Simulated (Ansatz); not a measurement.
CHO2 (SMILES O=C=[OH+]), charge +1, singlet, geometry from GFN2-xTB. Base run: B3LYP/def2-SVP (Ansatz, a program for electronic structure).

Input for Ansatz:
Ansatz 0.2 input:
```yaml
crystal:
  periodic: [false, false, false]
  atoms:
    - {symbol: C, position_ang: [-0.00695796, 0.00985104, -0.11037218]}
    - {symbol: O, position_ang: [-0.02341240, -0.02147629, 1.07634088]}
    - {symbol: O, position_ang: [0.09771270, -0.03387449, -1.21876599]}
    - {symbol: H, position_ang: [-0.55265466, 0.38369998, 1.80163397]}
basis:
  gaussian:
    orbitals: def2-SVP
hamiltonian:
  xc: b3lyp
total_charge: 1
```

Variants of this job, named by their change:

```csv
change,E (Eh)
base,-188.65475
functional = hf,-187.69960
functional = wB97M-V,-188.60418
functional = B2PLYP,-188.49798
functional = PBE0-DH,-188.43014
functional = hse06,-188.44701
functional = B2GP-PLYP,-188.45097
functional = pbe,-188.46586
functional = b3lyp5,-188.57204
functional = pbe0,-188.45503
functional = SVWN5,-187.25285
functional = B97M-V,-188.60472
functional = revpbe,-188.61243
```

Absolute energies of different levels of theory aren't comparable as measures of quality.
